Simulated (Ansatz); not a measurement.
Problem. Name a neutral molecule of In, O, P and H with LUMO energy (ωB97M-V/def2-TZVPP) between 0.55 and 0.85 eV and HOMO–LUMO gap (PBE0/def2-TZVPP) between 6.90 and 7.20 eV (Ansatz, PBE0-D4/def2-TZVP geometry).

Solution. `[OH][In-]([OH])([OH])[PH3+]` (0.79 eV, 6.99 eV). Other molecules can fit too; these were computed, each in one conformer that needn't be the lowest.
